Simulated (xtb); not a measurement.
C₁₀F₂₂, SMILES FC(F)(F)C(F)(F)C(F)(F)C(F)(F)C(F)(F)C(F)(F)C(F)(F)C(F)(F)C(F)(F)C(F)(F)F. All values are semi-empirical tight-binding results from xtb (GFN2-xTB unless named), good for trends rather than for accurate numbers. The structure is a stationary point at GFN2-xTB. Other conformers were not sampled.

Optimised geometry:

```xyz
32

F     -6.1043    -0.7536     0.5336
C     -5.2518    -0.0417    -0.1874
F     -5.1738    -0.5853    -1.3949
F     -5.7314     1.1893    -0.3032
C     -3.8519    -0.0315     0.5107
F     -3.4071    -1.2981     0.5765
F     -4.0124     0.3975     1.7698
C     -2.8196     0.8985    -0.2191
F     -3.3072     1.2685    -1.4147
F     -2.6660     2.0178     0.5006
C     -1.4127     0.2584    -0.4799
F     -1.5629    -0.9178    -1.1044
F     -0.7553     1.0658    -1.3266
C     -0.5535     0.1175     0.8191
F     -1.3506    -0.1811     1.8588
F      0.0016     1.3077     1.0900
C      0.5597    -0.9802     0.7740
F     -0.0225    -2.1708     0.5634
F      1.1200    -1.0348     1.9921
C      1.6944    -0.8195    -0.2920
F      2.4566    -1.9219    -0.2055
F      1.1566    -0.8088    -1.5206
C      2.5890     0.4558    -0.1400
F      2.7905     0.7443     1.1559
F      1.9340     1.4958    -0.6744
C      3.9732     0.3124    -0.8638
F      3.8868    -0.5542    -1.8836
F      4.3085     1.5003    -1.3866
C      5.1226    -0.1329     0.1014
F      6.1648    -0.5507    -0.5989
F      4.7353    -1.1212     0.9007
F      5.5058     0.8866     0.8565
```

The orbital gap comes out as 9.67 eV and the dipole moment is 0.06 D. The zero-point energy is 72.8 kcal/mol, the G − E(el) at 298.15 K (modified RRHO) is 34.9 kcal/mol and the static polarisability (D4 model) comes out as 147.4 bohr³. The solvation energy, GFN2-xTB/ALPB(water) comes out as 3.3 kcal/mol and the solvation energy, GFN2-xTB/ALPB(benzene) is -3.3 kcal/mol.

Computed IR lines (harmonic; lines under 4 % of the strongest left out, lines within 3 cm⁻¹ merged):
ν (cm⁻¹): 477 (w), 677 (m), 767 (m), 876 (w), 991 (w), 1034 (w), 1070 (w), 1077 (m), 1089 (w), 1099 (w), 1107 (m), 1118 (w), 1123 (m), 1129 (w), 1135 (s), 1140 (m), 1145 (vs), 1153 (m), 1171 (w) (against the strongest line: vs over 80 %, s over 45 %, m over 15 %, w over 4 %, vw less)

Computed atomic charges and the Wiberg bond orders between heavy atoms:
charges (e) F1 -0.15, C2 0.49, F3 -0.16, F4 -0.16, C5 0.31, F6 -0.17, F7 -0.15, C8 0.32, F9 -0.16, F10 -0.16, C11 0.32, F12 -0.17, F13 -0.16, C14 0.31, F15 -0.16, F16 -0.16, C17 0.32, F18 -0.15, F19 -0.15, C20 0.32, F21 -0.16, F22 -0.16, C23 0.31, F24 -0.17, F25 -0.16, C26 0.31, F27 -0.16, F28 -0.15, C29 0.49, F30 -0.15, F31 -0.17, F32 -0.15. Bond orders F1–C2 0.98, C2–F3 0.98, C2–F4 0.98, C2–C5 0.89, C5–F6 0.98, C5–F7 0.99, C5–C8 0.90, C8–F9 0.98, C8–F10 0.99, C8–C11 0.90, C11–F12 0.98, C11–F13 0.98, C11–C14 0.91, C14–F15 0.98, C14–F16 0.98, C14–C17 0.90, C17–F18 0.98, C17–F19 0.98, C17–C20 0.90, C20–F21 0.98, C20–F22 0.98, C20–C23 0.91, C23–F24 0.98, C23–F25 0.99, C23–C26 0.90, C26–F27 0.98, C26–F28 0.99, C26–C29 0.89, C29–F30 0.99, C29–F31 0.97, C29–F32 0.98.
